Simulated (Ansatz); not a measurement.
Computed with Ansatz on PBE0-D4/def2-TZVP structures; ΔE is electronic, products minus reactants. CCSD(T)/CBS is the MP2 limit (def2-TZVPP, def2-QZVPP) plus CCSD(T) − MP2 in def2-TZVPP, frozen cores. DFT in def2-TZVPP. Elements past krypton have def2 core potentials. For I outer-core shells are correlated without core-valence functions, which leaves a few kJ/mol of doubt a bond. One conformer a species, not always the lowest.

Reaction (ligand exchange at the Si–I bond): `F[Si](F)(Cl)I` + `S[SiH2]Cl` → `F[Si](F)(Cl)S[SiH2]Cl` + HI

`F[Si](F)(Cl)I`:

Cartesian coordinates in Å:
```
F -1.608 0.121 -0.334
Si -0.096 -0.042 0.075
F 0.018 -1.353 0.938
Cl 0.438 1.531 1.213
I 1.248 -0.257 -1.893
```

`S[SiH2]Cl`:

Cartesian coordinates in Å:
```
S -1.151 0.710 -1.039
Si 0.487 0.044 0.132
Cl 0.782 -1.985 0.014
H -2.078 0.149 -0.243
H 0.284 0.358 1.562
H 1.675 0.724 -0.427
```

`F[Si](F)(Cl)S[SiH2]Cl`:

```xyz
9

F    -1.828   -2.052    1.261
Si   -1.007   -1.218    0.206
F    -1.901    0.001   -0.250
Cl   -0.684   -2.390   -1.400
S     0.750   -0.555    1.143
Si    1.076    1.271    0.074
Cl    1.303    0.953   -1.932
H    -0.050    2.204    0.263
H     2.341    1.787    0.635
```

HI:

Cartesian coordinates in Å:
```
I -0.701 0.339 -0.203
H 0.701 -0.339 0.203
```

```tsv
level	ΔE (kJ/mol)
PBE	17.2
SCS-MP2/def2-QZVPP	15.4
```

(1) What does CCSD(T)/CBS give? (Best estimate.)

Largest T1 diagnostic among the species: 0.011.

## Answers

(1) Ansatz gave: +13.6 kJ/mol. The listed levels differ from it by 3.6, 1.8 kJ/mol.

In def2-TZVPP, CCSD(T) changes the Hartree–Fock value by −10.5 kJ/mol (the triples alone add −1.7 kJ/mol) and MP2 by −7.1 kJ/mol. The D4 term adds −11.0 kJ/mol with B3LYP and −6.5 kJ/mol with PBE0; it sums over pairs of atoms, weighted by their polarisabilities, and B3LYP, whose exchange is more repulsive, gets the larger term.

B3LYP here is the variant with VWN-RPA as its local correlation; programs differ in this.
